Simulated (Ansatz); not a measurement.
H8N2Si2Sn, SMILES `[NH2][Sn][N]([SiH3])[SiH3]`. Charge 0, multiplicity 1. Sn takes the def2 core potential. All single points use the PBE0-D4/def2-TZVP geometry. It is one conformer, not always the lowest.

```xyz
13

N     2.499    0.095    0.996
Sn    0.762    0.665    1.845
N    -0.434    0.156    0.220
Si   -2.115    0.537    0.321
Si    0.154   -0.661   -1.181
H     2.656   -0.211    0.048
H     3.370    0.162    1.499
H    -2.979   -0.672    0.215
H    -2.547    1.487   -0.742
H    -2.360    1.175    1.646
H     0.625   -2.040   -0.871
H     1.302    0.061   -1.800
H    -0.932   -0.754   -2.197
```

Q: What is the dipole moment at PBE/def2-TZVPP? (Best estimate.)

A: The calculation gave: 1.99 D, with components (1.70, 0.26, 0.99) D in this frame, pointing from negative to positive charge.

Q: And with r2SCAN, B3LYP, ωB97M-V? (Estimate.)

A: The calculation gave: r2SCAN 1.99 D, B3LYP 1.97 D, ωB97M-V 2.01 D.

Q: Give the Mulliken charges with PBE, ωB97M-V, B3LYP in def2-TZVPP. (An estimate is asked.)

A: Computed: 
```
atom    PBE  ωB97M-V  B3LYP
  N1  -0.55    -0.55  -0.57
 Sn2   0.61     0.70   0.69
  N3  -0.47    -0.62  -0.56
 Si4   0.24     0.22   0.32
 Si5   0.24     0.21   0.32
  H6   0.15     0.13   0.14
  H7   0.15     0.12   0.14
  H8  -0.07    -0.04  -0.08
  H9  -0.07    -0.04  -0.08
 H10  -0.06    -0.04  -0.08
 H11  -0.06    -0.03  -0.07
 H12  -0.07    -0.05  -0.09
 H13  -0.05    -0.02  -0.07
```

B3LYP here is the variant with VWN-RPA as its local correlation; programs differ in this.
